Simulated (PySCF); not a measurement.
Working out the ionisation energy of F⁺

F⁺ [He] 2s2 2p4 (3P) → F²⁺ [He] 2s2 2p3 (4S). Calculation: PySCF 2.14, in x2c-SVPall (3s2p1d, 14 functions); scalar relativity by spin-free X2C-1e. Frozen: 1s2. Energies in hartree (1 hartree = 27.21139 eV):

```json
{"part": "UHF", "F⁺ (lower)": "-98.791002", "F²⁺ (upper)": "-97.559330"}
{"part": "CCSD correlation", "F⁺ (lower)": "-0.109145", "F²⁺ (upper)": "-0.078336"}
{"part": "(T)", "F⁺ (lower)": "-0.000824", "F²⁺ (upper)": "-0.000389"}
```

Problem. What does Hartree-Fock give?

Solution. (-97.559330) − (-98.791002) = 1.231672 hartree = 33.516 eV.

Problem. What do CCSD and CCSD(T) give?

Solution. The CCSD correlation energies differ by 0.030809 hartree = 0.838 eV and the triples by 0.000435 hartree = 0.012 eV, so CCSD gives 34.354 eV and CCSD(T) 34.366 eV.

Measured between the centres of the two terms (NIST): 34.950 eV, so CCSD(T) (valence) is off by -0.584 eV.

A double-zeta basis recovers only part of the correlation energy.

What remains against the reference includes basis incompleteness, the frozen core and higher excitations.
